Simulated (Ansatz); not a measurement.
`C=C[Si](Cl)(Cl)Cl` + H–F → `F[Si](Cl)(Cl)Cl` + `C=C`  (ligand exchange at the Si–C bond)

Gas-phase electronic energies from Ansatz, PBE0-D4/def2-TZVP geometries. CCSD(T)/CBS adds triple-zeta CCSD(T) − MP2 to the extrapolated MP2 energy (def2 sets, frozen cores). This one scheme is used for every species. DFT in def2-TZVPP. Each species was taken in one conformer, which may not be the lowest.

(1) Is it downhill or uphill in electronic energy at CCSD(T)/CBS, and by how much? (Estimate.)

(2) What do these levels give: ωB97M-V, B2PLYP, r2SCAN0, HF/def2-TZVPP, MP2/def2-TZVPP, HF/def2-QZVPP? (Estimate.)

(3) What do rigid-rotor, harmonic-oscillator terms from PBE0-D4/def2-TZVP frequencies (298.15 K, 1 bar) make of the CCSD(T)/CBS value? (Best estimate.)

Largest T1 diagnostic among the species: 0.011.

## Answers

(1) Computed: Downhill: ΔE = -121.5 kJ/mol.

(2) Computed: ωB97M-V -127.2, B2PLYP -132.5, r2SCAN0 -130.9, HF/def2-TZVPP -150.1, MP2/def2-TZVPP -118.2, HF/def2-QZVPP -152.5 kJ/mol.

(3) Ansatz gave: ΔZPE = +4.8 kJ/mol, ΔH = -119.9 kJ/mol, ΔS = -2 J/(mol·K), ΔG = -119.2 kJ/mol.

In def2-TZVPP, CCSD(T) changes the Hartree–Fock value by +26.5 kJ/mol (the triples alone add +4.5 kJ/mol) and MP2 by +31.9 kJ/mol. From BLYP to BHLYP (50 % exact exchange), in def2-TZVPP and without D4, ΔE moves by −3.9 kJ/mol. Leaving LDA and LC-ωPBE aside and taking each functional with its dispersion term where it has one, the values, not all of them listed here, spread over 26.3 kJ/mol, from B97M-V to revPBE-D4. LDA lies +5.2 kJ/mol from PBE without D4.
